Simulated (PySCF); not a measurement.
## Li²⁺ (lithium, charge +2): UHF calculation

Configuration: 1s1, 2S determinant. Calculation: PySCF 2.14, in x2c-TZVPall; scalar relativity by spin-free X2C-1e.

| Quantity | Value |
| --- | --- |
| Total energy | -4.499266 hartree |
| One-electron energy | -4.4993 hartree |
| Hartree (Coulomb) energy | 0.9342 hartree |
| Exchange energy | -0.9342 hartree |
| ⟨S²⟩ | 0.7500 |
| ⟨L²⟩ | 0.000 |
| Sum of ⟨r⟩ | 0.5011 bohr |
| Sum of ⟨r²⟩ | 0.3336 bohr² |
| Langevin diamagnetic susceptibility | -0.264 ×10⁻⁶ cm³/mol |
| Time after the integrals | 0.05 s of wall time on 1 thread of Neoverse-N1 (shared host) |

```json
{"shell": "1s α", "electrons": "1", "mean orbital energy (eV)": "-122.43", "rms radius, mean of both spins (bohr)": "0.578"}
```
